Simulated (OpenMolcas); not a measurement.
## O⁺: effect of the active space

```json
{
 "Program": "OpenMolcas",
 "Method": "XMS-CASPT2 or its RAS form, IPEA 0.25 Eh, imaginary shift 0.1 Eh",
 "Basis": "ANO-RCC-VTZP",
 "Scalar Hamiltonian": "DKH2, point nucleus",
 "Spin-orbit coupling": "RASSI with atomic mean-field integrals over the reference wave functions, term energies averaged over their components"
}
```

A. 3 electrons in 3 orbitals (2p); 2S+1 = 4 odd, 1 root; 2S+1 = 2 odd, 8 roots; closed shells correlated: 1s 2s; CASPT2 step about 0.9 core-seconds
B. 5 electrons in 4 orbitals (2s 2p); 2S+1 = 4 odd, 1 root; 2S+1 = 2 odd, 8 roots; 2S+1 = 4 even, 3 roots; 2S+1 = 2 even, 9 roots; closed shells correlated: 1s; CASPT2 step about 2.3 core-seconds
C. 5 electrons in 8 orbitals (2s 2p 3s 3p); 2S+1 = 4 odd, 1 root; 2S+1 = 2 odd, 8 roots; 2S+1 = 4 even, 3 roots; 2S+1 = 2 even, 9 roots; closed shells correlated: 1s; CASPT2 step roughly 8 core-seconds
D. 5 electrons in 9 orbitals (RAS2 2s 2p; RAS3 3d, at most 2 electrons); 2S+1 = 4 odd, 1 root; 2S+1 = 2 odd, 8 roots; 2S+1 = 4 even, 3 roots; 2S+1 = 2 even, 9 roots; closed shells correlated: 1s; CASPT2 step of the order of 14 core-seconds

Energies in cm-1 above 2s2 2p3 4S* 3/2, the measured ground level; measured values from NIST Handbook of Basic Atomic Spectroscopic Data.

```tsv
Level	A	B	C	D	Measured
2s2 2p3 4S* 3/2	0.0	0.0	0.0	0.0	0.0
2s2 2p3 2D* 3/2	27400	27550	27810	27570	26831
2s2 2p3 2D* 5/2	27400	27560	27820	27570	26811
2s2 2p3 2P* 1/2	43260	41030	41300	41610	40470
2s2 2p3 2P* 3/2	43260	41030	41310	41600	40468
```

Deviations, from unrounded energies. A percentage is the sum of absolute deviations over the sum of measured energies, with the sign that they share, or ± where signs differ.

```csv
Against measurement,Levels,A,B,C,D
mean absolute deviation (cm-1),4,1700,650,920,940
other terms of the ground configuration (%),4,+5.0,+1.9,+2.7,+2.8
```

B lies closest to measurement on these levels and A furthest from it. The largest miss of B in the table is 2s2 2p3 2D* 5/2, by +750 cm-1. The ranking rests on the paired levels alone, and a cruder setting can come out closer through cancelling errors.

Among A to D the level of the table that moves most is 2s2 2p3 2P* 3/2, by 2200 cm-1 (lowest in B, highest in A). Moves below CASPT2's spread within the term are not significant.

Term energies are means over components that CASPT2 splits; among the terms shown or strongly mixed into the levels shown the widest spread is 1000 cm-1 (2s2 2p3 2D*, A). With the s shell closed, the reference lacks s² → p² mixing (holds for A). The run also gave levels led by 2s2 2p2 3s, which use shells meant for correlation; these and all levels above them are left out (holds for C). Active for correlation alone: 3d; no level in the range computed is led by a configuration that fills it, so any true level of that kind is missing (holds for D). Computed and measured levels are paired by configuration, term and J; levels that our copy of the source lacks, or whose pairing is in doubt (as where it misses far off the trend of its configuration), stay unpaired and out of the deviations. Only configurations of the active space appear. The table leaves out levels that lie high or whose names do not pair safely across all columns.

* marks odd parity.
